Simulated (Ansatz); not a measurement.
GeO, triplet, geometry from GFN2-xTB (the spin is typed, not shown lowest); Ansatz (a first-principles code) with PBE/3-21G.

The Ansatz input:
Ansatz 0.2 input:
```yaml
crystal:
  periodic: [false, false, false]
  atoms:
    - {symbol: Ge, position_ang: [-0.00000000, -0.00000000, -0.33477338]}
    - {symbol: O, position_ang: [0.00000000, 0.00000000, 1.33909353]}
basis:
  gaussian:
    orbitals: 3-21G.json
    nuclear_model: gaussian
hamiltonian:
  xc: pbe
magnetization: {spin_polarized: true, initial_magnetization: 2}
```
The basis file holds 3-21G in the JSON format of the Basis Set Exchange.

The log (banner, timings and long lists left out):

```
Functional definition: PBE
295 factors; integrals over basis functions are off by at most 2.7e-4 eV
mean field evaluation 1: about -58259.1898 eV, gradient 4.0e1 eV
mean field evaluation 2: about -58128.8506 eV, gradient 1.2e2 eV
mean field evaluation 4: about -58264.2838 eV, gradient 1.6e1 eV
mean field evaluation 8: about -58266.0931 eV, gradient 4.7e-1 eV
mean field evaluation 16: about -58266.0923 eV, gradient 2.0e-4 eV
mean field evaluation 32: about -58265.9088 eV, gradient 3.0e-5 eV
mean field evaluation 64: about -58265.5355 eV, gradient 5.3e-1 eV
mean field evaluation 96: about -58266.0923 eV, gradient 1.7e-2 eV
mean field -58266.09230167 eV, -2141.2393979107 hartree, gradient 4.4e-7 eV, S^2 2.002026; 11 other end points of the search recorded, 0 dependent functions left out
reference -58266.09232559 eV, -2141.2393987897 hartree; 21, 19 occupied and 11, 13 virtual orbitals, 295 factors
Total energy: -58266.09232559 eV, -2141.2393987897 hartree
```
